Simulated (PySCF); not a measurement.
## A search over the determinants of SbBr

Unrestricted PBE0; PySCF, scalar-relativistic core potentials, basis sets Sb def2-SVP with ECP28, Br def2-SVP. Outer shells of the fragments: Sb 4d10 5s2 5p3; Br 3d10 4s2 4p5.

Followed along the bond (rough minima from three points):

```tsv
2Ms+1	unpaired	⟨S²⟩ at the start	R at minimum (Å)	Te (eV)
3	π ↑↑	2.00	2.52	0.00
1	π ↑↓	1.01	2.52	0.31
1	none	0.00	2.51	1.21
5	σ ↑↑, π ↑↑	6.00	none in the scan	≤ 4.22
```

Solutions found at the starting distance of 2.480 Å, counted from the lowest of them; the search is not exhaustive and high or unbound solutions are not listed, so other states can lie among these:

```json
{"2Ms+1": "3", "unpaired": "π ↑↑", "term": "³Σ⁻", "E (eV)": "0.00", "⟨S²⟩": "2.00", "⟨Lz²⟩": "0.00", "μ (D)": "-1.93"}
{"2Ms+1": "1", "unpaired": "π ↑↓", "term": "mixed", "E (eV)": "0.31", "⟨S²⟩": "1.01", "⟨Lz²⟩": "2.01", "μ (D)": "-1.84"}
{"2Ms+1": "1", "unpaired": "none", "term": "mixed", "E (eV)": "1.20", "⟨S²⟩": "0.00", "⟨Lz²⟩": "2.00", "μ (D)": "-1.55"}
{"2Ms+1": "3", "unpaired": "σ ↑, π ↑", "term": "³Π", "E (eV)": "2.83", "⟨S²⟩": "2.01", "⟨Lz²⟩": "1.01", "μ (D)": "-1.65"}
{"2Ms+1": "1", "unpaired": "σ ↓, π ↑", "term": "mixed", "E (eV)": "3.10", "⟨S²⟩": "1.01", "⟨Lz²⟩": "1.01", "μ (D)": "-1.57"}
{"2Ms+1": "3", "unpaired": "π ↑↑", "term": "mixed", "E (eV)": "4.67", "⟨S²⟩": "2.01", "⟨Lz²⟩": "2.01", "μ (D)": "3.52"}
{"2Ms+1": "3", "unpaired": "σ ↑, π ↑", "term": "³Π", "E (eV)": "4.69", "⟨S²⟩": "2.01", "⟨Lz²⟩": "1.00", "μ (D)": "0.71"}
{"2Ms+1": "1", "unpaired": "σ ↓, π ↑", "term": "mixed", "E (eV)": "4.96", "⟨S²⟩": "1.01", "⟨Lz²⟩": "1.00", "μ (D)": "1.00"}
{"2Ms+1": "5", "unpaired": "σ ↑↑, π ↑↑", "term": "⁵Σ⁻", "E (eV)": "5.09", "⟨S²⟩": "6.00", "⟨Lz²⟩": "0.00", "μ (D)": "0.26"}
{"2Ms+1": "5", "unpaired": "σ ↑, π ↑↑↑", "term": "⁵Π", "E (eV)": "5.23", "⟨S²⟩": "6.00", "⟨Lz²⟩": "1.00", "μ (D)": "3.08"}
```

A term symbol is given only where ⟨S²⟩ and ⟨Lz²⟩ are close to those of a pure state; real π, δ and φ orbitals otherwise mix terms. A positive dipole means Sb(−)Br(+).

Spin–orbit coupling is left out. Counting both spins, an empty level lies below a filled one in some of these solutions, because spin and occupation are held.
